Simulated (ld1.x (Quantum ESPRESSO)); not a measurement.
# What the settings do to the TM semilocal potential of fluorine

Base potential:

- Element: F
- Generator: ld1.x (Quantum ESPRESSO) 7.5
- Type: norm-conserving Troullier–Martins (semilocal form)
- Functional: BLYP
- Relativity: scalar-relativistic
- Frozen core: [He]
- Valence charge: 7
- Reference configuration: 2s2 2p4.75 (charge +0.25)
- Partial waves: 2p (bound): rc 1.25 bohr; 3d channel at -0.2 Ry: rc 0.95 bohr; 2s (bound): rc 0.75 bohr
- Local potential: the s channel
- Core correction: a·sin(br)/r model core inside 0.65 bohr

Cutoffs, loose and tight: the cutoffs (Ry, on a coarse ladder) from which the occupation-weighted sum of valence levels, in a spherical-Bessel basis at the reference potential, stays within 10 and 1 mRy of its value at 400 Ry. They do not see the model core or the augmentation charge, which bear on the density cutoff. Test errors are all-electron minus pseudo excitation energies from the reference, over the configurations 2s2 2p5; 2s2 2p4; 2s2 2p3; 2s2 2p5.3; 2s1 2p5; 2s2 2p2; 2s1 2p6. A dash means not determined; rows that change the core or the reference have their own tests.

A semilocal file is local in each channel, so a ghost entry of none says nothing of the separable form that plane-wave codes build from it.

| change | outcome | cutoff, loose | cutoff, tight | bound ghosts | largest test error (meV) |
| --- | --- | --- | --- | --- | --- |
| base | generated | 160 Ry | 260 Ry | none | +360 |
| all radii but the core radius scaled by about 0.75 (s 0.56, p 0.94, d 0.72 bohr) | generated | 230 Ry | 300 Ry | none | +113 |
| all radii but the core radius scaled by about 0.86 (s 0.64, p 1.08, d 0.82 bohr) | generated | 160 Ry | 260 Ry | none | +183 |
| all radii but the core radius scaled by about 0.95 (s 0.72, p 1.18, d 0.90 bohr) | generated | 160 Ry | 260 Ry | none | +287 |
| all radii but the core radius scaled by about 1.11 (s 0.84, p 1.38, d 1.06 bohr) | generated | 120 Ry | 200 Ry | none | +591 |
| all radii but the core radius scaled by about 1.19 (s 0.90, p 1.48, d 1.12 bohr) | generated | 90 Ry | 180 Ry | none | +843 |
| all radii but the core radius scaled by about 1.31 (s 0.98, p 1.64, d 1.24 bohr) | generated | 70 Ry | 160 Ry | none | +1312 |
| all radii but the core radius scaled by about 1.38 (s 1.04, p 1.72, d 1.30 bohr) | generated | 70 Ry | 140 Ry | none | +1626 |

Reading the sweep of the scale of all radii but the core radius (base = 1) (base included, trends over the rows without a ghost): The loose cutoff falls from 230 Ry at 0.75 to 70 Ry at 1.38. A larger radius leaves more room for a smooth pseudo-wave, so fewer plane waves are needed; a smaller one forces it to follow the all-electron wave where it bends sharply. The median size of the test errors (rows with all tests solved) rises from 9.7 meV at 0.75 to 56.1 meV at 1.38, with one reversal. More of the atom is replaced by a form fitted at one configuration, so other configurations suffer as the radius grows.
